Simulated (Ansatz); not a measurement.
Ansatz (a quantum-chemistry and plane-wave program) input (wB97M-V/def2-TZVPD):

Ansatz 0.2 input:
```yaml
crystal:
  periodic: [false, false, false]
  atoms:
    - {symbol: Zn, position_ang: [-0.00000000, -0.00000000, -1.19207630]}
    - {symbol: Br, position_ang: [0.00000000, 0.00000000, 1.02177969]}
basis:
  gaussian:
    orbitals: def2-TZVPD
hamiltonian:
  xc: {name: wB97M-V}
total_charge: 1
output: {forces: true}
```

End of the output:

```
integrals: 0.06 GiB planned
971 factors; their error is unknown
integrals: 0.10 GiB planned
156 factors; integrals over basis functions are off by at most 2.0e-4 eV
mean field: 0.55 GiB planned
mean field evaluation 1: about -118447.1370 eV, gradient 4.2e1 eV
mean field evaluation 2: about -118446.4734 eV, gradient 6.1e1 eV
mean field evaluation 4: about -118451.3959 eV, gradient 3.3e0 eV
mean field evaluation 8: about -118451.6404 eV, gradient 6.0e-2 eV
mean field evaluation 16: about -118451.6404 eV, gradient 6.7e-5 eV
mean field -118451.64040379 eV, -4353.0174954339 hartree, gradient 6.7e-5 eV, S^2 0.000000; 0 other end points of the search recorded, 0 dependent functions left out
the calculation of the forces begins
reference -118451.64045124 eV, -4353.0174971776 hartree; 32, 32 occupied and 76, 76 virtual orbitals, 971 factors
Total energy: -118451.64045124 eV, -4353.0174971776 hartree
Atom 0 at    -0.000000    -0.000000    -1.192076 Å, force    -0.000000     0.000000     0.419051 eV/Å
Atom 1 at     0.000000     0.000000     1.021780 Å, force     0.000000     0.000000    -0.419051 eV/Å
Dipole moment:    -0.000000     0.000000    -1.410931 e Å
```
